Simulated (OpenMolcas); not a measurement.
Pt6+: moving or changing the point charges

Pt6+ among 8 point charges of -1.2 e arranged as a cube (Oh), 1.78 Å from the ion.
```
   1.0277    1.0277    1.0277  -1.20
   1.0277    1.0277   -1.0277  -1.20
   1.0277   -1.0277    1.0277  -1.20
   1.0277   -1.0277   -1.0277  -1.20
  -1.0277    1.0277    1.0277  -1.20
  -1.0277    1.0277   -1.0277  -1.20
  -1.0277   -1.0277    1.0277  -1.20
  -1.0277   -1.0277   -1.0277  -1.20
```

```
Program             : OpenMolcas
Method              : SS-CASPT2, IPEA 0.25 Eh, imaginary shift 0.1 Eh (closed shells correlated: 5s 5p)
Basis               : ANO-RCC-VTZP [8s7p5d3f1g]
Scalar Hamiltonian  : DKH2, point nucleus
Active space        : 4 electrons in 5 orbitals (5d)
State averaging     : 2S+1 = 5 even, 5 roots; 2S+1 = 3 even, 45 roots; 2S+1 = 1 even, 50 roots
Spin-orbit coupling : state interaction with AMFI integrals over the reference wave functions
```

Runs around this geometry, states (labels of O, the rotations of Oh). Energies in cm-1 above the lowest state or level, χT in cm3 K/mol; under a threefold ground state the first gap can be a small split of the lowest multiplet, not the spin-orbit step.

```json
{"R (Å)": "1.78", "q (e)": "-0.78", "Ground state": "5T2", "First state of that spin": "5E 4150", "First gap with spin-orbit (degeneracies)": "7650 (1, 3)", "χT at 300 K": "0.031", "First state of another spin": "3T1 17250"}
{"R (Å)": "1.63", "q (e)": "-1.2", "Ground state": "5T2", "First state of that spin": "5E 9550", "First gap with spin-orbit (degeneracies)": "8000 (1, 3)", "χT at 300 K": "0.036", "First state of another spin": "3T1 12340"}
{"R (Å)": "1.78", "q (e)": "-1.2", "Ground state": "5T2", "First state of that spin": "5E 6280", "First gap with spin-orbit (degeneracies)": "7680 (1, 3)", "χT at 300 K": "0.033", "First state of another spin": "3T1 15450"}
{"R (Å)": "1.99", "q (e)": "-1.2", "Ground state": "5T2", "First state of that spin": "5E 3700", "First gap with spin-orbit (degeneracies)": "7630 (1, 3)", "χT at 300 K": "0.030", "First state of another spin": "3T1 17630"}
```

Taking the first state of the same spin as R^-n, n = -ln(3700 / 9550) / ln(1.99 / 1.63) = 4.8 between the shortest and longest distance.

Scaling the charges by -0.78 / -1.2 = 0.65 scales the first state of the same spin by 4150 / 6280 = 0.66; with fixed orbitals a first-order splitting would follow the charge.

Roots that are degenerate in the reference are averaged as groups; the widest CASPT2 spread within a group is 360 cm-1 (the 3-fold group of multiplicity 1 near 21200 cm-1 above the lowest state of its run, R = 1.63, q = -1.2). Shifts and gaps below about the spread of the groups concerned are not significant. Point charges give a weaker field than real ligands, and real ions of this kind are as a rule low spin; the high spin found here belongs to the model. Free-ion shares, where given, are those of the reference states; single-state CASPT2 does not remix them. Spin-orbit coupling mixes the spin-free states strongly: the lowest level takes only 39 % from its leading state, 5T2 (figures for R = 1.78, q = -0.78; the like holds for R = 1.63, q = -1.2, R = 1.78, q = -1.2, R = 1.99, q = -1.2). The ground term spreads over less than 5000 cm-1, several times less than with real ligands, so orbital moments are less quenched and χT lies further from the spin-only value than at real sites (holds for R = 1.78, q = -0.78; R = 1.99, q = -1.2). Point charges carry no covalency, so the field is a model and not that of real ligands. No measured value stands beside these numbers.
